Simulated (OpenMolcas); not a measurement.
**Ni⁺: CASPT2 settings compared**

```
Program             : OpenMolcas
Basis               : ANO-RCC-VDZP [5s4p2d1f]
Scalar Hamiltonian  : DKH2, point nucleus
Active space        : 9 electrons in 6 orbitals (3d 4s)
State averaging     : 2S+1 = 4 even, 10 roots; 2S+1 = 2 even, 29 roots kept (CI in the orbitals of an earlier block)
Spin-orbit coupling : state interaction with AMFI integrals over the reference wave functions, term energies averaged over their components
```

Methods on the same reference wave functions:
A. CASSCF
B. SS-CASPT2, IPEA 0.2 Eh, real shift 0.25 Eh (closed shells correlated: 2s 2p 3s 3p)
C. SS-CASPT2, IPEA 0.1 Eh, no level shift (closed shells correlated: 3s 3p)
D. SS-CASPT2, IPEA 0.6 Eh, imaginary shift 0.3 Eh (closed shells correlated: 2s 2p 3s 3p)
E. MS-CASPT2, IPEA 0.1 Eh, no level shift (closed shells correlated: 3s 3p)
F. MS-CASPT2, IPEA 0.6 Eh, imaginary shift 0.3 Eh (closed shells correlated: 2s 2p 3s 3p)

Energies in cm-1 above 3d9 2D 5/2, the measured ground level; measured values from NIST Handbook of Basic Atomic Spectroscopic Data.

```tsv
Level	A	B	C	D	E	F	Measured
3d8 4s 4F 9/2	-30149	9450	9660	10330	9960	10550	8394
3d8 4s 4F 7/2	-29183	10400	10610	11290	10910	11510	9330
3d8 4s 4F 5/2	-28389	11200	11410	12080	11710	12300	10116
3d8 4s 4F 3/2	-27827	11750	11970	12640	12270	12860	10664
3d8 4s 2F 7/2	-23516	15020	15130	16090	15430	16300	13550
3d8 4s 2F 5/2	-22006	16500	16600	17570	16910	17790	14996
3d8 4s 2D 5/2 [71 %]	-11840	24220	24360	25510	24900	25900	
3d8 4s 2D 3/2	-11454	24460	24600	25740	25190	26160	
3d8 4s 4P 5/2 [71 %]	-9678	26760	26870	28120	27230	28370	
3d8 4s 4P 3/2	-9634	26940	27040	28310	27350	28530	24788
3d8 4s 4P 1/2	-9399	27210	27310	28570	27610	28790	24836
3d8 4s 2P 3/2	-3851	31790	31850	33170	32150	33380	29071
3d8 4s 2P 1/2	-3285	32350	32410	33730	32710	33950	29593
3d9 2D 5/2	0.0	0.0	0.0	0.0	0.0	0.0	0.0
3d9 2D 3/2	1691	1691	1691	1691	1685	1689	1507
```

A puts 3d8 4s 4F 9/2 lowest.

Deviations, from unrounded energies. A percentage is the sum of absolute deviations over the sum of measured energies, with the sign that they share, or ± where signs differ.

```json
{"Against measurement": "mean absolute deviation (cm-1)", "Levels": "11", "A": "33000", "B": "1600", "C": "1700", "D": "2600", "E": "2000", "F": "2800"}
{"Against measurement": "fine structure of the ground term (%)", "Levels": "1", "A": "+12.2", "B": "+12.2", "C": "+12.2", "D": "+12.2", "E": "+11.8", "F": "+12.1"}
{"Against measurement": "other configurations (%)", "Levels": "10", "A": "-206.8", "B": "+9.8", "C": "+10.6", "D": "+16.2", "E": "+12.4", "F": "+17.5"}
```

B lies closest to measurement on these levels and A furthest from it. The largest miss of B in the table is 3d8 4s 2P 1/2, by +2800 cm-1. The ranking rests on the paired levels alone, and a cruder setting can come out closer through cancelling errors.

Among B to F the level of the table that moves most is 3d8 4s 2D 3/2, by 1700 cm-1 (lowest in B, highest in F). Moves below CASPT2's spread within the term are not significant.

The mean deviations of B to F differ by less than CASPT2's widest spread within a term (1400 cm-1), so their order carries little weight.

The lowest spin-free term lies below A's lowest term by 0.549 hartree in B, 0.536 hartree in C, 0.544 hartree in D, 0.537 hartree in E, 0.545 hartree in F.

CASPT2 does not keep the components of a term degenerate, so their means are used; among the terms shown or strongly mixed into the levels shown the widest spread is 1400 cm-1 (3d8 4s 2F, E). Terms from blocks run as CI alone lack orbitals of their own. A single d shell beside an s shell can misplace configurations of different d count against each other. Without dynamic correlation excited terms often stand tens of per cent too high (terms of higher spin than the ground term too low), and those without a measured partner can miss by more than the paired ones (holds for A). The lowest computed level is not the ground level that NIST lists (2D5/2) (holds for A). Some levels mix across a computed gap that differs much from the measured one, so their mixing is not that of the real levels (holds for B; C; D; E; F). Measured partners are found by configuration, term and J. A level has none where our copy of the source lacks it or the pairing is in doubt (some pairs that miss far off the trend of their configuration count as doubtful), and it then counts in no deviation. Only configurations of the active space appear. The table leaves out levels that lie high or whose names do not pair safely across all columns.

A share in square brackets marks a mixed level and gives the weight of the term that names it, the lowest over the columns.
